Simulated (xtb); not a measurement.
xtb input (GFN2-xTB):

```bash
xtb mol.xyz --gfn 2 --sp --chrg -1 --uhf 0
```
mol.xyz:
```
9

O     -1.92322620    -1.18393276    -0.01810053
B     -0.86423549    -0.29074336    -0.20027400
O     -1.08109761     0.71905655    -1.11277586
O      0.27677929    -0.45631952     0.50167753
Si     1.66631883     0.63865836     0.32396601
H     -1.63709709    -1.82770271     0.63752375
H     -0.26018601     1.25588958    -1.13012043
H      1.94540824     0.88004436     1.81614504
H      2.76494488    -0.42616566     0.17588842
```

Output:

```
           -------------------------------------------------
          |                Calculation Setup                |
           -------------------------------------------------

           -------------------------------------------------
          |                 G F N 2 - x T B                 |
           -------------------------------------------------

        Reference                      10.1021/acs.jctc.8b01176
      * Hamiltonian:
        H0-scaling (s, p, d)           1.850000    2.230000    2.230000
        zeta-weighting                 0.500000
      * Dispersion:
        s8                             2.700000
        a1                             0.520000
        a2                             5.000000
        s9                             5.000000
      * Repulsion:
        kExp                           1.500000    1.000000
        rExp                           1.000000
      * Coulomb:
        alpha                          2.000000
        third order                    shell-resolved
        anisotropic                    true
        a3                             3.000000
        a5                             4.000000
        cn-shift                       1.200000
        cn-exp                         4.000000
        max-rad                        5.000000

          ...................................................
          :                      SETUP                      :
          :.................................................:
          :  # basis functions                  30          :
          :  # atomic orbitals                  29          :
          :  # shells                           15          :
          :  # electrons                        30          :
          :  max. iterations                   250          :
          :  Hamiltonian                  GFN2-xTB          :
          :  restarted?                      false          :
          :  GBSA solvation                  false          :
          :  PC potential                    false          :
          :  electronic temp.          300.0000000     K    :
          :  accuracy                    1.0000000          :
          :  -> integral cutoff          0.2500000E+02      :
          :  -> integral neglect         0.1000000E-07      :
          :  -> SCF convergence          0.1000000E-05 Eh   :
          :  -> wf. convergence          0.1000000E-03 e    :
          :  Broyden damping             0.4000000          :
          :  net charge                         -1          :
          :  unpaired electrons                  0          :
          ...................................................

 iter      E             dE          RMSdq      gap      omega  full diag
   1    -17.2830818 -0.172831E+02  0.114E+01    3.51       0.0  T
   2    -17.5621358 -0.279054E+00  0.930E+00    2.97       1.0  T
   3    -17.5759672 -0.138314E-01  0.541E+00    3.60       1.0  T
   4    -17.5698471  0.612007E-02  0.213E+00    3.11       1.0  T
   5    -17.5724792 -0.263212E-02  0.112E+00    3.64       1.0  T
   6    -17.5836540 -0.111747E-01  0.480E-01    3.61       1.0  T
   7    -17.5859700 -0.231600E-02  0.176E-01    3.58       1.0  T
   8    -17.5861486 -0.178589E-03  0.254E-02    3.57       1.3  T
   9    -17.5861479  0.618856E-06  0.127E-02    3.56       2.6  T
  10    -17.5861487 -0.725599E-06  0.522E-03    3.57       6.4  T
  11    -17.5861489 -0.286713E-06  0.494E-04    3.57      67.5  T
  12    -17.5861489 -0.247727E-09  0.276E-04    3.57     120.7  T

   *** convergence criteria satisfied after 12 iterations ***

         #    Occupation            Energy/Eh            Energy/eV
      -------------------------------------------------------------
         1        2.0000           -0.5232414             -14.2381
       ...           ...                  ...                  ...
         9        2.0000           -0.3328339              -9.0569
        10        2.0000           -0.2847416              -7.7482
        11        2.0000           -0.2667166              -7.2577
        12        2.0000           -0.2512882              -6.8379
        13        2.0000           -0.2374111              -6.4603
        14        2.0000           -0.1842514              -5.0137
        15        2.0000           -0.0867589              -2.3608 (HOMO)
        16                          0.0442669               1.2046 (LUMO)
        17                          0.0609299               1.6580
        18                          0.0622270               1.6933
        19                          0.1448711               3.9421
        20                          0.2097913               5.7087
       ...                                ...                  ...
        29                          0.8106487              22.0589
      -------------------------------------------------------------
                  HL-Gap            0.1310257 Eh            3.5654 eV
             Fermi-level           -0.0212460 Eh           -0.5781 eV

 SCC (total)                   0 d,  0 h,  0 min,  0.006 sec
 SCC setup                      ...        0 min,  0.000 sec (  1.522%)
 Dispersion                     ...        0 min,  0.000 sec (  0.753%)
 classical contributions        ...        0 min,  0.000 sec (  0.286%)
 integral evaluation            ...        0 min,  0.001 sec ( 16.893%)
 iterations                     ...        0 min,  0.003 sec ( 53.117%)
 molecular gradient             ...        0 min,  0.001 sec ( 25.783%)
 printout                       ...        0 min,  0.000 sec (  1.458%)

         :::::::::::::::::::::::::::::::::::::::::::::::::::::
         ::                     SUMMARY                     ::
         :::::::::::::::::::::::::::::::::::::::::::::::::::::
         :: total energy             -17.507065243998 Eh    ::
         :: gradient norm              0.044381604023 Eh/a0 ::
         :: HOMO-LUMO gap              3.565392091647 eV    ::
         ::.................................................::
         :: SCC energy               -17.586145319529 Eh    ::
         :: -> isotropic ES            0.255109159086 Eh    ::
         :: -> anisotropic ES         -0.027010780991 Eh    ::
         :: -> anisotropic XC         -0.014907788995 Eh    ::
         :: -> dispersion             -0.006457784429 Eh    ::
         :: repulsion energy           0.079080075531 Eh    ::
         :: add. restraining           0.000000000000 Eh    ::
         :: total charge              -1.000000000000 e     ::
         :::::::::::::::::::::::::::::::::::::::::::::::::::::

           -------------------------------------------------
          |                Property Printout                |
           -------------------------------------------------

    * Orbital Energies and Occupations

         #    Occupation            Energy/Eh            Energy/eV
      -------------------------------------------------------------
         1        2.0000           -0.5232414             -14.2381
       ...           ...                  ...                  ...
         3        2.0000           -0.4884202             -13.2906
         4        2.0000           -0.4253978             -11.5757
         5        2.0000           -0.4079570             -11.1011
         6        2.0000           -0.3658405              -9.9550
         7        2.0000           -0.3494560              -9.5092
         8        2.0000           -0.3345332              -9.1031
         9        2.0000           -0.3328339              -9.0569
        10        2.0000           -0.2847416              -7.7482
        11        2.0000           -0.2667166              -7.2577
        12        2.0000           -0.2512882              -6.8379
        13        2.0000           -0.2374111              -6.4603
        14        2.0000           -0.1842514              -5.0137
        15        2.0000           -0.0867589              -2.3608 (HOMO)
        16                          0.0442669               1.2046 (LUMO)
        17                          0.0609299               1.6580
        18                          0.0622270               1.6933
        19                          0.1448711               3.9421
        20                          0.2097913               5.7087
        21                          0.2547050               6.9309
        22                          0.2599643               7.0740
        23                          0.3699754              10.0675
        24                          0.4322567              11.7623
        25                          0.5273156              14.3490
        26                          0.5879193              15.9981
       ...                                ...                  ...
        29                          0.8106487              22.0589
      -------------------------------------------------------------
                  HL-Gap            0.1310257 Eh            3.5654 eV
             Fermi-level           -0.0212460 Eh           -0.5781 eV

     #   Z          covCN         q      C6AA      α(0)
     1   8 O        1.591    -0.558    24.218     6.641
     2   5 B        2.430     0.554    17.009     7.468
     3   8 O        1.590    -0.560    24.276     6.649
     4   8 O        1.546    -0.625    25.846     6.859
     5  14 Si       2.603     0.174   190.405    30.290
     6   1 H        0.805     0.275     0.802     1.407
     7   1 H        0.803     0.284     0.773     1.381
     8   1 H        0.888    -0.272    18.234     6.683
     9   1 H        0.888    -0.272    18.234     6.683

 Mol. C6AA /au·bohr⁶  :       1798.410955
 Mol. C8AA /au·bohr⁸  :      58125.561895
 Mol. α(0) /au        :         74.060817

Wiberg/Mayer (AO) data.
largest (>0.10) Wiberg bond orders for each atom

 ---------------------------------------------------------------------------
     #   Z sym  total        # sym  WBO       # sym  WBO       # sym  WBO
 ---------------------------------------------------------------------------
     1   8 O    2.008 --     2 B    0.999     6 H    0.909
     2   5 B    3.348 --     4 O    1.275     3 O    1.069     1 O    0.999
     3   8 O    2.038 --     2 B    1.069     7 H    0.859
     4   8 O    2.065 --     2 B    1.275     5 Si   0.648
     5  14 Si   2.462 --     9 H    0.872     8 H    0.872     4 O    0.648
     6   1 H    0.925 --     1 O    0.909
     7   1 H    0.920 --     3 O    0.859
     8   1 H    0.926 --     5 Si   0.872
     9   1 H    0.926 --     5 Si   0.872
 ---------------------------------------------------------------------------

Topologies differ in total number of bonds
Writing topology from bond orders to xtbtopo.mol

molecular dipole:
                 x           y           z       tot (Debye)
 q only:       -0.917       0.423      -0.795
   full:       -1.266      -0.691      -0.083       3.672
molecular quadrupole (traceless):
                xx          xy          yy          xz          yz          zz
 q only:      -12.884       0.821       9.824     -10.101      -2.617       3.060
  q+dip:      -16.408      -5.662       9.112      -8.455      -2.489       7.296
   full:      -14.252      -3.835       8.340      -8.918      -0.825       5.912

           -------------------------------------------------
          | TOTAL ENERGY              -17.507065243998 Eh   |
          | GRADIENT NORM               0.044381604023 Eh/α |
          | HOMO-LUMO GAP               3.565392091647 eV   |
           -------------------------------------------------

------------------------------------------------------------------------
------------------------------------------------------------------------
 total:
Note: The following floating-point exceptions are signalling: IEEE_UNDERFLOW_FLAG IEEE_DENORMAL
normal termination of xtb
 SCF:
```

It need not be the lowest isomer of its formula. Whether it binds its extra electron was not tested at this geometry.
